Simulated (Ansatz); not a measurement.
Cost and result for the atomization energy of C2H9GaS, SMILES `C[S+](C)[GaH3-]` (13 atoms, 12 bonds).

Z-matrix (Å, degrees):
```
C
S 1 1.794
H 1 1.090 2 110.0
H 1 1.091 2 110.0 3 -122.5
H 1 1.090 2 107.0 3 118.9
C 2 1.794 1 100.5 3 65.4
Ga 2 2.483 1 100.1 3 167.8
H 6 1.090 2 107.0 1 175.9
H 6 1.091 2 110.0 1 57.2
H 6 1.090 2 110.0 1 -65.3
H 7 1.577 2 98.8 1 67.7
H 7 1.577 2 98.8 1 -170.5
H 7 1.587 2 95.0 1 -51.4
```

Charge 0, multiplicity 1. Correlated methods include outer-core shells of Ga, which these sets cover unevenly. Scalar relativity is left out up to krypton. All single points use the PBE0-D4/def2-TZVP geometry. Program: Ansatz. All runs use 4 threads of an Arm Neoverse V1 on a shared host. Times are those of one run each, without the atoms' runs, and a repeat can differ threefold. Electronic energies, without spin–orbit coupling; frozen cores. CCSD(T)/CBS adds CCSD(T) − MP2 in def2-TZVPP to the MP2 limit, and its time is that of the two runs behind it. T1 = 0.012. With those shells the extrapolation isn't a true limit. B3LYP takes the VWN-RPA correlation (the form of Gaussian; ORCA's B3LYP/G). HSE06 is the plane-wave form, built on full-range PBE exchange.

CCSD(T)/CBS is a level of theory with its own doubt, some kJ/mol a heavy atom from the limit and from the frozen cores, so smaller differences don't rank the functionals.

```tsv
level	functions	wall time	atomization (kJ/mol)	difference from CCSD(T)/CBS	per bond
revPBE-D4/def2-TZVPP	278	2.6 s	4082.4	-56.8	-4.7
BLYP-D4/def2-TZVPP	278	2.8 s	4083.8	-55.4	-4.6
PBE-D4/def2-TZVPP (with forces)	278	3.2 s	4154.7	15.5	1.3
HSE06-D4/def2-TZVPP	278	4.8 s	4125.5	-13.7	-1.1
CAM-B3LYP-D4/def2-TZVPP	278	4.9 s	4137.5	-1.7	-0.1
r2SCAN-D4/def2-TZVPP (with forces)	278	6.5 s	4145.6	6.4	0.5
B3LYP-D4/def2-TZVPP (with forces)	278	7 s	4120.9	-18.3	-1.5
ωB97X-V/def2-TZVPP	278	11 s	4145.5	6.3	0.5
CCSD(T)/def2-SVP	123	11 s	3921.6	-217.6	-18.1
B97M-V/def2-TZVPP	278	14 s	4164.6	25.4	2.1
MP2/def2-QZVPP	543	38 s	4100.3	-38.9	-3.2
CCSD(T)/def2-TZVPP	278	5.1 min	4055.2	-84.0	-7.0
CCSD(T)/CBS(def2)	–	5.8 min	4139.2	0.0	0.0
```

In def2-TZVPP, CCSD(T) changes the Hartree–Fock value by +979.0 kJ/mol (the triples alone add +46.7 kJ/mol) and MP2 by +974.9 kJ/mol; breaking electron pairs costs correlation energy, which Hartree–Fock lacks. From r2SCAN to r2SCAN0 (25 % exact exchange), in def2-TZVPP and without D4, the atomization energy moves by −35.0 kJ/mol: exact exchange takes away binding that semilocal exchange gives to molecules. Leaving LDA and LC-ωPBE aside and taking each functional with its dispersion term where it has one, the values, not all of them listed here, spread over 114.3 kJ/mol, from BHLYP-D4 to B97M-V. LDA lies +536.2 kJ/mol from PBE without D4, its usual overbinding.
